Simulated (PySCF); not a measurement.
This script is equivalent to a calculation on K⁺ (potassium, charge +1).

```python
from pyscf import gto, scf, dft, mp, cc
import basis_set_exchange as bse
mol = gto.M(atom="K 0 0 0", charge=1, spin=0, symmetry="D2h",
            basis=gto.basis.parse(bse.get_basis("aug-cc-pVDZ-X2C", elements=["K"], fmt="nwchem", header=False)),
            nucmod="G")
mf = dft.UKS(mol, xc="MN15").sfx2c1e()
mf.irrep_nelec = {'Ag': (3, 3), 'B1u': (2, 2), 'B2u': (2, 2), 'B3u': (2, 2)}
mf.kernel()
```

Problem. What total energy does it give?

Solution. -602.213 hartree (calculated).

Problem. Which occupied shell lies highest, and where?

Solution. 3p, at -28.240 eV.
